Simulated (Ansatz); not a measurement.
`C[CH2][AlH][O][SiH3]` + `N#CO` → `CCOC#N` + `[AlH2][O][SiH3]`  (substitution at a C–Al bond)

Isolated molecules relaxed with PBE0-D4/def2-TZVP in Ansatz; ΔE leaves out vibrations. CCSD(T)/CBS is the MP2 limit (def2-TZVPP, def2-QZVPP) plus CCSD(T) − MP2 in def2-TZVPP, frozen cores. This one scheme is used for every species. Functionals use def2-TZVPP. HSE06 is defined as in plane-wave codes. Each species was taken in one conformer, which may not be the lowest.

```json
{"level": "PBE-D4", "ΔE (kJ/mol)": "54.8", "difference from CCSD(T)/CBS": "2.6"}
{"level": "BLYP-D4", "ΔE (kJ/mol)": "47.1", "difference from CCSD(T)/CBS": "-5.1"}
{"level": "B97M-V", "ΔE (kJ/mol)": "41.3", "difference from CCSD(T)/CBS": "-10.9"}
{"level": "r2SCANh-D4", "ΔE (kJ/mol)": "51.8", "difference from CCSD(T)/CBS": "-0.4"}
{"level": "HSE06-D4", "ΔE (kJ/mol)": "55.1", "difference from CCSD(T)/CBS": "2.9"}
{"level": "BHLYP-D4", "ΔE (kJ/mol)": "45.9", "difference from CCSD(T)/CBS": "-6.3"}
{"level": "revPBE", "ΔE (kJ/mol)": "52.5", "difference from CCSD(T)/CBS": "0.3"}
{"level": "BLYP", "ΔE (kJ/mol)": "43.7", "difference from CCSD(T)/CBS": "-8.5"}
{"level": "SCS-MP2/def2-TZVPP", "ΔE (kJ/mol)": "47.0", "difference from CCSD(T)/CBS": "-5.2"}
{"level": "CCSD/def2-TZVPP", "ΔE (kJ/mol)": "49.2", "difference from CCSD(T)/CBS": "-3.0"}
{"level": "CCSD(T)/CBS", "ΔE (kJ/mol)": "52.2", "difference from CCSD(T)/CBS": "0"}
```

Largest T1 diagnostic among the species: 0.014.

In def2-TZVPP, CCSD(T) changes the Hartree–Fock value by +18.4 kJ/mol (the triples alone add +0.5 kJ/mol) and MP2 by +22.5 kJ/mol. The D4 term adds +3.4 kJ/mol with B3LYP and +2.3 kJ/mol with PBE0; it sums over pairs of atoms, weighted by their polarisabilities, and B3LYP, whose exchange is more repulsive, gets the larger term. Leaving LDA and LC-ωPBE aside and taking each functional with its dispersion term where it has one, the values spread over 13.8 kJ/mol, from B97M-V to HSE06-D4.

B3LYP here is the variant with VWN-RPA as its local correlation; programs differ in this.
